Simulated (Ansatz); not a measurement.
The cluster Na3Cl3⁻. The state is a doublet with charge -1. Geometry PBE-D4/def2-SVPD, basis def2-TZVPD, Ansatz.

```tsv
atom	x (Å)	y (Å)	z (Å)
Na1	0.5624	-1.1391	0.5406
Na2	1.1180	1.7694	-0.9343
Na3	-2.2344	0.4972	-0.1309
Cl4	-1.8342	-2.0729	0.1247
Cl5	-0.1904	1.3431	1.3335
Cl6	2.5787	-0.3977	-0.9336
```

```csv
run,HOMO (eV),LUMO (eV)
A,-0.18,1.79
B,0.48,1.03
C,0.08,1.45
D,0.10,1.14
```

The structure comes from a short search, and lower isomers may exist.

HOMO and LUMO are taken over both spins.

Q: The runs used BHLYP, PBE0, r2SCAN, r2SCAN0. Estimate which is which.

A: A BHLYP (50 % exact exchange); B r2SCAN (0 % exact exchange); C PBE0 (25 % exact exchange); D r2SCAN0 (25 % exact exchange). Exact exchange lowers occupied and raises empty levels; among semilocal functionals meta-GGAs tend to open the gap a little, and such runs are hard to tell apart. The gap grows from 0.54 eV (r2SCAN) to 1.97 eV (BHLYP). At r2SCAN-D4/def2-TZVPD, PBE0-D4/def2-TZVPD, r2SCAN0-D4/def2-TZVPD the highest occupied level of the charge -1 doublet lies above zero (up to 0.48 eV). It is a level of α spin, whose loss leaves a singlet; that state wasn't run at this geometry and level. The electron is either unbound and held by the finite basis, or the level is raised by self-interaction error.
